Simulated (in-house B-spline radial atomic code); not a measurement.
Results of a calculation; reference values are marked as such.
# C6 from the polarisability at imaginary frequency: Al+

LC-wPBE linear response of the closed shell [Ne] 3s2, from a B-spline radial code for spherical atoms; non-relativistic, point nucleus, no spin-orbit coupling.

The dispersion coefficient of two like species is C6 = (3/π) ∫ α(iu)² du from 0 to ∞.

| u (hartree) | α(iu) (bohr³) |
| --- | --- |
| 0 | 25.5 |
| 0.0849 | 23.15 |
| 0.198 | 16.47 |
| 0.339 | 9.873 |
| 0.566 | 4.862 |
| 0.849 | 2.563 |
| 1.27 | 1.352 |
| 1.98 | 0.7004 |
| 2.83 | 0.4303 |
| 4.24 | 0.252 |
| 7.07 | 0.1232 |
| 14.1 | 0.04113 |

Task: Fit one oscillator, α(iu) = α(0)/(1 + u²/ω²), through u = 0.566 and estimate C6.

Result: From α(0)/α(iu) − 1 = 25.5/4.862 − 1 = 4.2448, ω = u/√4.2448 = 0.2747 hartree (7.5 eV). London's formula gives C6 = (3/4) α(0)² ω = 0.75 × 25.5² × 0.2747 = 134 hartree·bohr⁶, and the oscillator holds f = α(0) ω² = 1.92 electrons, of a sum of oscillator strengths of 12.0.

Task: How does that compare with the full integral?

Result: The program's quadrature over all excitations gives C6 = 132.4, so the single oscillator is off by +1.2 %. At the last point the fit gives α = 0.00968 against 0.0411: higher excitations, and deeper shells where there are any, keep the true curve higher at large u.
